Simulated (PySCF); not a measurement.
Species: digermathiane, Ge₂H₆S.
SMILES: `[GeH3][S][GeH3]`

Level of theory: PBE0-D3(BJ)/def2-SVP geometry optimisation, gas phase (PySCF 2.14.0).

Take the most abundant isotopes and a rigid rotor. 

(1) Give the principal moments of inertia and the rotational constants in MHz.

(2) What kind of rotor is it?

(3) Is it planar, by Δ = Ic − Ia − Ib?

(4) Give the other two planar moments, Paa and Pbb, and the rms extents of the mass along the axes.

(5) List the rotational levels J(Ka,Kc) to J = 5 (MHz).

(6) Which types of transition are allowed, and where do some lines up to J = 5 fall?

Answers

(1) Ia = 67.04, Ib = 462.55, Ic = 516.81 u·Å²; 505379 MHz·u·Å²/I gives A = 7539, B = 1093, C = 977.9 MHz.

(2) A near-prolate asymmetric top: κ = (2 × 1093 − 7539 − 977.9)/(7539 − 977.9) ≈ -0.97.

(3) Not planar: Δ = Ic − Ia − Ib = -12.78 u·Å². For a rigid frame Δ = −2 Σ m c², so Σ m c² = 6.39 u·Å² lies off the ab plane, practically all of it from hydrogen. The atom farthest from that plane is 1.34 Å away.

(4) Paa = Σ m a² = (Ib + Ic − Ia)/2 = 456.16 and Pbb = Σ m b² = (Ia + Ic − Ib)/2 = 60.65 u·Å². With the mass M = 185.86 u, the rms extents √(P/M) along a, b and c are 1.57, 0.57, 0.19 Å.

(5) Above 0(0,0):
J = 1: 1(0,1) 2070, 1(1,1) 8517, 1(1,0) 8631
J = 2: 2(0,2) 6210, 2(1,2) 12543, 2(1,1) 12887, 2(2,1) 32225, 2(2,0) 32227
J = 3: 3(0,3) 12415, 3(1,3) 18581, 3(1,2) 19269, 3(2,2) 38437, 3(2,1) 38444, 3(3,1) 70955, 3(3,0) 70955
J = 4: 4(0,4) 20682, 4(1,4) 26631, 4(1,3) 27778, 4(2,3) 46717, 4(2,2) 46740, 4(3,2) 79240, 4(3,1) 79240, 4(4,1) 124761, 4(4,0) 124761
J = 5: 5(0,5) 31004, 5(1,5) 36690, 5(1,4) 38410, 5(2,4) 57066, 5(2,3) 57119, 5(3,3) 89597, 5(3,2) 89597, 5(4,2) 135117, 5(4,1) 135117, 5(5,1) 193645, 5(5,0) 193645
Those of J = 1 are B + C, A + C and A + B.

(6) The dipole components are |μa| = 0.00 D, |μb| = 1.40 D, |μc| = 0.01 D. Intensities carry the squares of the components, which stand as 0.00 : 1.00 : 0.00 (a : b : c). Some lines, for components of 0.1 D or more:

```csv
type,branch,"J(Ka,Kc)",MHz,lower level (cm⁻¹)
b,R,"4(0,4) ← 3(1,3)",2101,0.620
b,R,"5(0,5) ← 4(1,4)",4373,0.888
b,Q,"5(1,4) ← 5(0,5)",7406,1.034
b,R,"2(1,2) ← 1(0,1)",10472,0.069
b,Q,"5(2,3) ← 5(1,4)",18709,1.281
b,Q,"5(2,4) ← 5(1,5)",20377,1.224
b,R,"2(2,1) ← 1(1,0)",23594,0.288
b,R,"3(2,2) ← 2(1,1)",25550,0.430
b,R,"4(2,3) ← 3(1,2)",27448,0.643
b,R,"5(2,4) ← 4(1,3)",29289,0.927
b,Q,"3(3,0) ← 3(2,1)",32511,1.282
b,R,"4(3,1) ← 3(2,2)",40803,1.282
b,R,"5(3,3) ← 4(2,2)",42857,1.559
b,R,"4(4,0) ← 3(3,1)",53806,2.367
b,Q,"5(5,0) ← 5(4,1)",58528,4.507
b,R,"5(5,1) ← 4(4,0)",68884,4.162
b,R,"5(5,0) ← 4(4,1)",68884,4.162
```

Whether it is a minimum is left open (no frequencies). Constants of a rigid frame at the computed geometry: no zero-point averaging, no centrifugal distortion. A rigid rotor knows nothing of internal rotation, which can split or shift real lines.

The run took 2.1 min on one thread, Arm Neoverse V1 (aarch64), no GPU, on a shared host, and the process peaked at 0.43 GiB of memory. This is the geometry optimisation.
